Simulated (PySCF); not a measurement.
Compound: C₇H₉F₃S.
Atom-mapped SMILES: `[CH3:1][C@@H:2]1[CH2:3][C:4](=[S:5])[CH2:6][C@@H:7]1[C:8]([F:9])([F:10])[F:11]` (hydrogens: H12, H13, H14 on C1; H15 on C2; H16, H17 on C3; H18, H19 on C6; H20 on C7)

The same species was optimised twice, with GFN2-xTB and with PBE0-D3(BJ)/def2-SVP (PySCF), and the same property calculations (PySCF, gas phase) were run on both structures.

| coordinate | GFN2-xTB | PBE0-D3(BJ)/def2-SVP | change |
| --- | --- | --- | --- |
| C3–C4 (Å) | 1.495 | 1.507 | +0.012 |
| C4–C6 (Å) | 1.498 | 1.510 | +0.012 |
| C7–C8 (Å) | 1.518 | 1.508 | -0.010 |
| C8–F9 (Å) | 1.345 | 1.338 | -0.007 |
| C8–F11 (Å) | 1.342 | 1.338 | -0.004 |
| C4=S5 (Å) | 1.616 | 1.619 | +0.003 |
| C6–C7 (Å) | 1.533 | 1.530 | -0.003 |
| C1–C2 (Å) | 1.526 | 1.525 | -0.001 |
| C2–C3 (Å) | 1.535 | 1.534 | -0.001 |
| C8–F10 (Å) | 1.339 | 1.339 | 0.000 |
| C2–C7 (Å) | 1.545 | 1.544 | -0.001 |
| C3–C4–C6 (°) | 109.5 | 107.9 | -1.6 |
| C7–C8–F10 (°) | 114.2 | 112.8 | -1.4 |
| C6–C7–C8 (°) | 112.7 | 114.0 | +1.3 |
| C1–C2–C7 (°) | 113.9 | 115.1 | +1.2 |
| F9–C8–F11 (°) | 106.3 | 107.5 | +1.2 |
| C3–C2–C7 (°) | 101.8 | 100.6 | -1.2 |
| C2–C7–C8 (°) | 115.4 | 116.5 | +1.1 |
| F9–C8–F10 (°) | 105.9 | 106.9 | +1.0 |
| C6–C7–C8–F9 (°) | 71 | 67 | -4 |

Rotational constants: A = 1831, B = 571.9, C = 503.0 MHz (GFN2-xTB) against A = 1817, B = 568.5, C = 501.4 MHz (PBE0-D3(BJ)/def2-SVP). Point groups within 0.08 Å: C1 and C1.

On the GFN2-xTB structure: HOMO (eV) -6.51 [PBE0/pcSseg-1]; LUMO (eV) -2.23 [PBE0/pcSseg-1]; dipole (D) 2.07 [PBE0/pcSseg-1]; GIAO shielding of C1 (ppm) 168.5 [PBE0/pcSseg-1]; GIAO shielding of C2 (ppm) 148.8 [PBE0/pcSseg-1]; GIAO shielding of C3 (ppm) 122.9 [PBE0/pcSseg-1]; GIAO shielding of C4 (ppm) -93.8 [PBE0/pcSseg-1]; GIAO shielding of S5 (ppm) -450.2 [PBE0/pcSseg-1]; GIAO shielding of C6 (ppm) 134.7 [PBE0/pcSseg-1]; GIAO shielding of C7 (ppm) 135.3 [PBE0/pcSseg-1]; GIAO shielding of C8 (ppm) 50.7 [PBE0/pcSseg-1].

Question: What do these properties become on the PBE0-D3(BJ)/def2-SVP structure?

Answer: 
```json
{"property": "HOMO (eV)", "level": "PBE0/pcSseg-1", "on GFN2-xTB": "-6.51", "on PBE0-D3(BJ)/def2-SVP": "-6.51", "change": "0.00"}
{"property": "LUMO (eV)", "level": "PBE0/pcSseg-1", "on GFN2-xTB": "-2.23", "on PBE0-D3(BJ)/def2-SVP": "-2.21", "change": "+0.02"}
{"property": "dipole (D)", "level": "PBE0/pcSseg-1", "on GFN2-xTB": "2.07", "on PBE0-D3(BJ)/def2-SVP": "2.02", "change": "-0.05"}
{"property": "energy, GFN2-xTB geometry as zero (kcal/mol)", "level": "PBE0/pcSseg-1", "on GFN2-xTB": "0.0", "on PBE0-D3(BJ)/def2-SVP": "-0.8", "change": "-0.8"}
{"property": "GIAO shielding of C1 (ppm)", "level": "PBE0/pcSseg-1", "on GFN2-xTB": "168.5", "on PBE0-D3(BJ)/def2-SVP": "168.0", "change": "-0.5"}
{"property": "GIAO shielding of C2 (ppm)", "level": "PBE0/pcSseg-1", "on GFN2-xTB": "148.8", "on PBE0-D3(BJ)/def2-SVP": "148.2", "change": "-0.6"}
{"property": "GIAO shielding of C3 (ppm)", "level": "PBE0/pcSseg-1", "on GFN2-xTB": "122.9", "on PBE0-D3(BJ)/def2-SVP": "120.0", "change": "-2.9"}
{"property": "GIAO shielding of C4 (ppm)", "level": "PBE0/pcSseg-1", "on GFN2-xTB": "-93.8", "on PBE0-D3(BJ)/def2-SVP": "-94.2", "change": "-0.4"}
{"property": "GIAO shielding of S5 (ppm)", "level": "PBE0/pcSseg-1", "on GFN2-xTB": "-450.2", "on PBE0-D3(BJ)/def2-SVP": "-433.4", "change": "+16.8"}
{"property": "GIAO shielding of C6 (ppm)", "level": "PBE0/pcSseg-1", "on GFN2-xTB": "134.7", "on PBE0-D3(BJ)/def2-SVP": "133.7", "change": "-1.0"}
{"property": "GIAO shielding of C7 (ppm)", "level": "PBE0/pcSseg-1", "on GFN2-xTB": "135.3", "on PBE0-D3(BJ)/def2-SVP": "135.4", "change": "+0.1"}
{"property": "GIAO shielding of C8 (ppm)", "level": "PBE0/pcSseg-1", "on GFN2-xTB": "50.7", "on PBE0-D3(BJ)/def2-SVP": "52.4", "change": "+1.7"}
```

The heavy atoms differ by 0.045 Å rms after alignment. Among bonds between heavy atoms C3–C4 and C4–C6 change most and about equally (+0.012 Å). Changes are differences of the printed values. Neither structure is proved a minimum here.
